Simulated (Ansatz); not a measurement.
Two structures of Si$_{2}$NH$_{8}$O$_{2}$F$_{3}$, closed shell, reached by relaxing down either side of one saddle point (PBE0-D4/def2-TZVP). Energies are electronic, without zero-point energy. Program: Ansatz 0.2.0. Basis: def2-TZVPP and def2-QZVPP. Cores are frozen in the correlated methods. Extrapolation: Hartree–Fock as exp(−7.88 √X), correlation as X^−2.97. First:

```
atom    x (Å)    y (Å)    z (Å)
 Si1  -0.9772  -0.1430   0.2958
  O2   0.4250   0.1197  -0.5854
 Si3   0.5092   0.9269  -2.0500
  F4  -1.9608   0.4226  -0.8967
  F5  -1.5420  -1.6430   0.2553
  O6  -1.4927   0.9207   1.4459
  H7   0.9380  -1.4211   1.4675
  N8   0.1964  -0.7957   1.7807
  H9   1.7178  -0.7482  -0.2645
 F10   2.3847  -1.3264   0.1029
 H11   1.9610   0.9922  -2.3501
 H12  -0.0334   2.2977  -1.9121
 H13  -0.1880   0.1785  -3.1181
 H14  -2.1831   1.5031   1.1214
 H15   0.6291  -0.0064   2.2489
 H16  -0.3841  -1.2774   2.4586
```

Second:

Si1  (-1.386, 0.008, 0.915)
O2  (1.301, 0.341, -0.810)
Si3  (1.092, 0.847, -2.365)
F4  (-1.540, 1.437, 0.260)
F5  (-1.491, -1.017, -0.280)
O6  (-2.544, -0.288, 2.002)
H7  (0.938, -1.442, 1.125)
N8  (0.102, -0.142, 1.754)
H9  (1.538, -0.584, -0.649)
F10  (1.496, -2.017, 0.588)
H11  (2.305, 0.581, -3.185)
H12  (0.848, 2.306, -2.289)
H13  (-0.067, 0.176, -3.012)
H14  (-3.414, -0.559, 1.710)
H15  (0.801, 0.537, 1.475)
H16  (0.022, -0.183, 2.761)
(Å)

Problem. Which bonds change from the first to the second?

Solution. Si₂H₄O₂F₂ ([OH][Si]([F])([F])[O][SiH3]) + NH₃ + HF → SiNH₃OF₂ ([NH2][Si]([OH])([F])[F]) + SiH₄O ([OH][SiH3]) + HF; bonds formed: O2–H9, H7–F10; dative contacts that become bonds: Si1–N8; bonds broken: Si1–O2, H7–N8, H9–F10.

Problem. Give the saddle point's structure and its height above each. (To be estimated.)

Solution. By the calculation: 118.3 kJ/mol above the first and 42.0 kJ/mol above the second (CCSD(T) at an estimated basis limit (MP2 extrapolated from triple and quadruple zeta, plus CCSD(T) − MP2 in triple zeta)).
```xyz
16
angstrom
Si -0.9882 -0.0585 0.4874
O 0.6081 0.0569 -0.6716
Si 0.7315 0.7951 -2.1699
F -1.3169 1.3751 -0.1573
F -1.4118 -1.3001 -0.4186
O -2.1822 -0.1150 1.6400
H 1.1655 -1.0599 1.2662
N 0.2821 -0.3218 1.7485
H 1.2963 -0.6626 -0.3682
F 1.9353 -1.5269 0.5144
H 1.9049 0.1842 -2.8376
H 0.9453 2.2475 -1.9810
H -0.5047 0.5468 -2.9428
H -3.0857 -0.0587 1.3264
H 0.7757 0.5411 1.9590
H -0.1552 -0.6433 2.6052
```

No T1 diagnostic of these runs exceeds 0.012.

Labels in which every atom is bracketed show which atoms are joined, not bond orders.

For scale, one of the runs: CCSD(T)/def2-TZVPP, 382 basis functions, launched by `ansatz run in.yaml --threads 4 --pin off --events-out ev --progress --plain --max-ram 46080MiB --backend cuda --devices 0, --max-vram 37GiB`. Hardware: 4 CPU threads of an AMD EPYC 7R13 and a share of one NVIDIA H100, shared host. Wall time 21 s; peak host memory 0.92 GiB.
